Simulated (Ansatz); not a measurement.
Consider the substitution at a C–C bond: `C[CH2][In]([OH])[F]` + `NC([SiH3])S` → `CNC([SiH3])S` + `[CH3][In]([OH])[F]`.

Program: Ansatz. Geometries: PBE0-D4/def2-TZVP. ΔE: electronic, gas phase. CCSD(T)/CBS is the MP2 limit (def2-TZVPP, def2-QZVPP) plus CCSD(T) − MP2 in def2-TZVPP, frozen cores. Functionals use def2-TZVPP. B3LYP here is the variant with VWN-RPA as its local correlation; programs differ in this. Elements past krypton have def2 core potentials. For In outer-core shells are correlated without core-valence functions, which leaves a few kJ/mol of doubt a bond. Each species was taken in one conformer, which may not be the lowest.

Q: Is it downhill or uphill in electronic energy at CCSD(T)/CBS, and by how much? (Best estimate.)

A: Ansatz gave: Uphill: ΔE = +15.0 kJ/mol.

Q: What do these levels give: PBE0, B3LYP, HF/def2-TZVPP, SCS-MP2/def2-TZVPP, CCSD(T)/def2-TZVPP, HF/def2-QZVPP? (Estimate.)

A: Ansatz gave: PBE0 14.6, B3LYP 15.0, HF/def2-TZVPP 13.7, SCS-MP2/def2-TZVPP 13.6, CCSD(T)/def2-TZVPP 12.7, HF/def2-QZVPP 13.6 kJ/mol.

Largest T1 diagnostic among the species: 0.016.
